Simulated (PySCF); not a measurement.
Run record: geometry optimisation, `[I][Co][I]` [quartet].

Method: PBE0-D3(BJ)/def2-SVP geometry optimisation, gas phase, def2 core potentials past Kr (PySCF 2.14.0). Start geometry: GFN2-xTB. The input is one job of a driver script: a line of settings, then coordinates in Å.

Input:
```
{"job": {"xc": "PBE0", "basis": "def2-SVP", "d3": "d3bj", "grid": 1, "maxiter": 40, "kind": "geom"}, "charge": 0, "multiplicity": 4}
Co     0.000000     0.000000    -0.000270
I     -0.015490    -0.019450     2.353230
I      0.015490     0.019450    -2.352960
```

Output:
```
step   0  E = -1977.84832590  max force = 0.035362
step   1  E = -1977.85636345  max force = 0.001794
step   2  E = -1977.85639293  max force = 0.000400
step   3  E = -1977.85639505  max force = 0.000008
optimisation converged
```

Energies in Eh; «max force» is the largest Cartesian gradient component in Eh/bohr.

How much energy does the optimisation release, in kJ/mol?

E(step 0) − E(last step) = 0.008069 Eh, which is 21.2 kJ/mol.

Main results: final energy -1977.85640 Eh after 3 steps; dipole 0.00 D.

How long does this job take on an x86-64 server with one thread, shared host?

About 54 s.
Labels such as C1 count atoms from 1, the log's own numbers from 0.

Caution for open-shell metal species: one SCF solution and one stationary point were followed, and a lower state or a bent or distorted shape isn't ruled out.
